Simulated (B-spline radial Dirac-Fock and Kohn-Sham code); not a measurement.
## What relativity does to the binding energies of Hg⁴⁺

System: Hg⁴⁺, configuration [Xe] 4f14 5d8.

Both columns are ΔSCF binding energies of the configuration average from a radial atomic solver: non-relativistic Hartree-Fock with a point nucleus, and Dirac-Fock with a finite nucleus and the Coulomb interaction alone, averaged over the two j levels with weights 2j+1.

```csv
shell,Hartree-Fock (eV),Dirac-Fock (eV),shift (eV),shift (%)
1s,75581.8,83613.6,+8031.79,+10.63
2s,12810.2,14969.8,+2159.62,+16.86
2p,12301.6,13030.3,+728.67,+5.92
3s,3101.7,3643.3,+541.66,+17.46
3p,2861.3,3066.6,+205.24,+7.17
4s,735.5,873.0,+137.56,+18.70
4p,630.2,679.5,+49.28,+7.82
4f,176.3,160.5,-15.84,-8.98
5s,160.0,186.3,+26.31,+16.45
5p,123.4,130.9,+7.54,+6.12
5d,65.16,63.47,-1.69,-2.60
```

Relativity binds 1s, 2s, 2p, 3s, 3p, 4s, 4p, 5s, 5p more strongly, among those listed most of all 4s in relative terms, and 4f, 5d more weakly, because the contracted s and p shells screen the nucleus better.

Values without a named source are computed, but for edge energies of neutral atoms, which are taken from tables.
